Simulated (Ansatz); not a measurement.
Wavefunction ladder for C10H20, SMILES `C=CCCCCCCCC`

Cartesian coordinates in Å:
```
C 1.6230 2.4074 0.5893
C 2.0803 1.3077 1.1720
C 1.4270 0.6062 2.3149
C 1.1176 -0.8737 2.0805
C 0.1034 -1.1501 0.9736
C 0.7080 -1.2589 -0.4217
C -0.3100 -1.5037 -1.5382
C -0.7854 -0.2454 -2.2598
C -1.5137 0.7881 -1.4094
C -2.8351 0.2987 -0.8405
H 0.6997 2.8767 0.9157
H 2.1508 2.8800 -0.2310
H 3.0105 0.8693 0.8118
H 0.5036 1.1325 2.5803
H 2.0884 0.6791 3.1879
H 0.7431 -1.2816 3.0244
H 2.0483 -1.4140 1.8673
H -0.4150 -2.0913 1.1892
H -0.6685 -0.3739 0.9960
H 1.4318 -2.0816 -0.4029
H 1.2839 -0.3568 -0.6505
H 0.1359 -2.1611 -2.2910
H -1.1668 -2.0578 -1.1371
H 0.0869 0.2333 -2.7198
H -1.4401 -0.5422 -3.0884
H -1.6991 1.6728 -2.0280
H -0.8570 1.1267 -0.6013
H -2.7013 -0.5549 -0.1720
H -3.3377 1.0842 -0.2710
H -3.5124 -0.0157 -1.6403
```

Charge 0, multiplicity 1. The geometry is a stationary point of PBE0-D4/def2-TZVP. It is one conformer, not always the lowest. Frozen core, restricted reference, Ansatz 0.2.0. CBS rows extrapolate triple and quadruple zeta; past MP2 they add the triple-zeta difference.

```tsv
basis	HF (Eh)	MP2 corr.
def2-TZVPP	-390.44518	-1.73551
def2-QZVPP	-390.46324	-1.84242
```

(1) Estimate the CCSD correlation energy and the (T) correction in each basis where they were run (hartree).

## Answers

(1) 
```csv
basis,CCSD corr.,(T)
def2-TZVPP,-1.83869,-0.07632
CBS(def2),-2.02479,as TZ
```
